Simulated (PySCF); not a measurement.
## Simulated absorption spectrum

Compound: C₆H₇F₃.
SMILES: `C(C(=C)CC(F)(F)F)=C`

Theory: PySCF, TDDFT wB97X-D/def2-SVPD, vertical, gas phase, core orbitals frozen in the response. The structure is a single PBE0-D3(BJ)/def2-SVP conformer in the gas phase; no vibrational or solvent corrections. Torsions of this conformer, `[CH2:1]=[CH:2][C:3](=[CH2:4])[CH2:5][C:6]([F:7])([F:8])[F:9]`: C1–C2–C3–C4 178°, C2–C3–C5–C6 88°, C3–C5–C6–F7 179°.

Each state is given a Gaussian of 0.4 eV full width at half maximum, with ε(max) = 2.175×10⁸ f / Δν̃ (Δν̃ the width in cm⁻¹). The cross-section is σ = 3.8235×10⁻²¹ ε cm², given in Mb (10⁻¹⁸ cm²). The width is an assumption, not a result. The curve ends short of the highest state used, and states not computed would add to its high-energy end.

(E (eV), σ (Mb)): (5.19, 0.31), (5.24, 0.84), (5.29, 2.07), (5.34, 4.67), (5.39, 9.68), (5.45, 20.71), (5.50, 35.47), (5.55, 55.71), (5.60, 80.23), (5.66, 110.85), (5.71, 131.94), (5.76, 144.01), (5.81, 144.13), (5.87, 128.69), (5.92, 106.45), (5.97, 80.74), (6.02, 56.16), (6.07, 35.82), (6.13, 18.63), (6.18, 9.82), (6.23, 4.75), (6.28, 2.10), (6.34, 0.71), (6.39, 0.26), (6.44, 0.09), (6.49, 0.03), (6.55, 0.01), (6.60, 0.02), (6.65, 0.05), (6.70, 0.12), (6.75, 0.23), (6.81, 0.48), (6.86, 0.81), (6.91, 1.25), (6.96, 1.79), (7.02, 2.51), (7.07, 3.10), (7.12, 3.62), (7.17, 4.04), (7.23, 4.41), (7.28, 4.68), (7.33, 5.04), (7.38, 5.67), (7.43, 6.81), (7.49, 9.12), (7.54, 11.91), (7.59, 15.28), (7.64, 18.78), (7.70, 22.24), (7.75, 23.79), (7.80, 23.73), (7.85, 22.08), (7.91, 18.50), (7.96, 14.84), (8.01, 11.19), (8.06, 7.97)

Question: Where are the band maxima, and which computed states make them?

Answer: 214 nm (5.79 eV), ε about 38000, made up of S1 (100%); 160 nm (7.77 eV), ε about 6300, made up of S5 (46%), S6 (39%) and S7 (14%) (ε in L mol⁻¹ cm⁻¹; maxima over ε = 5, shares over 10%). The states used: S1 5.79 eV (f 0.565); S2 7.12 eV (f 0.0096); S3 7.31 eV (f 0.0042); S4 7.38 eV (f 0.0071); S5 7.72 eV (f 0.045); S6 7.78 eV (f 0.036); S7 7.92 eV (f 0.019); S8 8.28 eV (f 0.0019); S9 8.39 eV (f 0.0008); S10 8.66 eV (f 0.0020).

Question: What would ε be at 5.79 eV, the highest of these maxima, with half the width (0.2 eV)?

Answer: About 76100 L mol⁻¹ cm⁻¹ against 38100, a factor of about 2.00; a lone state at its own centre would give exactly 2.

Question: On this curve, what absorbance would a 10⁻⁵ mol/L sample give at 222 nm over a 1 cm path?

Answer: 222 nm is 5.585 eV, where ε is about 19000 L mol⁻¹ cm⁻¹, so A = ε c l ≈ 0.19 (Beer–Lambert, with the gas-phase spectrum and the assumed width).

The vertical ionisation energy (ΔSCF) is 9.03 eV, 0.37 eV above S10.
